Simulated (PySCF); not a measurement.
Low-lying terms of Sn²⁺ (tin, charge +2)

Ground state [Kr] 4d10 5s2, ¹S. All numbers are calculated (PySCF 2.14, a scalar-relativistic core potential, in def2-TZVPPD with one added diffuse shell each of s, p, d, f type with the def2 core potential (28 electrons) (8s6p5d3f, 72 functions)). Vertical excitation energies in eV without spin-orbit coupling; excited terms of each kind are numbered among those the solver found. Frozen: 4s2 4p6.

| term | leading excitation | EOM-EE-CCSD |
| --- | --- | --- |
| 1 3P° | 5s → p | 6.999 |
| 1 1P° | 5s → p | 10.001 |
| 1 3S | 5s → s | 17.133 |
| 1 3D | 5s → d | 17.363 |
| 1 1S | 5s → s | 17.660 |
| 1 1D | 5s → d | 19.479 |
| 2 3P° | 5s → p | 19.756 |
| 2 1P° | 5s → p | 19.982 |
| 1 3F° | 5s → f | 22.554 |
| 1 1F° | 5s → f | 22.623 |
| 2 3S | 5s → s | 23.055 |
| 2 3D | 5s → d | 23.144 |
| 2 1S | 5s → s | 23.241 |
| 2 1D | 5s → d | 23.424 |

Doubly excited terms such as np² are absent. The solver can miss terms. Rydberg members are limited by the diffuse functions of the basis.
